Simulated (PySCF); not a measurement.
**`O=C(O)[C@@H]1C=CC[C@@H]1Cl`, C6H7ClO2**

Geometry (Å), atoms numbered from 1 in this order:
```xyz
16

O     2.282    0.478   -1.248
C     1.828    0.406   -0.143
O     2.393    0.989    0.921
C     0.584   -0.365    0.262
C    -0.068   -1.120   -0.863
C    -1.383   -0.985   -0.838
C    -1.838   -0.111    0.294
C    -0.543    0.556    0.768
Cl   -0.389    2.170   -0.003
H     3.165    1.512    0.653
H     0.881   -1.050    1.066
H     0.518   -1.680   -1.568
H    -2.083   -1.436   -1.516
H    -2.271   -0.714    1.098
H    -2.583    0.621   -0.016
H    -0.500    0.737    1.841
```

Method: PySCF 2.14.0, GIAO KT3/pcSseg-1 magnetisability, rotational g tensor and spin-rotation constants, non-relativistic, gas phase. Geometry: GFN2-xTB.

(1) What are the magnetisability and the molar susceptibility?

(2) Split it along the inertial axes a, b, c into diamagnetic and paramagnetic parts about the centre of mass, with the quadrupole moment.

(3) And the rotational g tensor?

## Answers

(1) Isotropic -1343 × 10⁻³⁰ J/T², or -80.9 × 10⁻⁶ cm³/mol; principal values -1562, -1252, -1214 × 10⁻³⁰ J/T², anisotropy 331 × 10⁻³⁰ J/T² (root of half the summed squared differences of the principal values). The susceptibility is in cgs units.

(2) 
```csv
axis,χ (10⁻⁶ cm³/mol),diamagnetic (10⁻⁶ cm³/mol),paramagnetic (10⁻⁶ cm³/mol),summed x² of all electrons (Å²),quadrupole Θ (D Å)
a,-75.7,-684.1,608.4,184.8,+9.00
b,-84.3,-987.0,902.8,113.4,-4.14
c,-82.7,-1265.1,1182.4,47.8,-4.86
```
Anisotropies 2χaa − χbb − χcc = +15.6 and 2χbb − χaa − χcc = -10.2 × 10⁻⁶ cm³/mol. Θ is traceless in Buckingham's convention.

(3) 
```tsv
axis	rotational constant (GHz)	g	nuclear part	electronic part
a	1.9927	-0.0291	0.5404	-0.5695
b	1.3394	-0.0093	0.5588	-0.5681
c	0.9963	-0.0075	0.5460	-0.5535
```
Asymmetric top; isotopes 12C, 35Cl, 1H, 16O; no vibrational averaging.
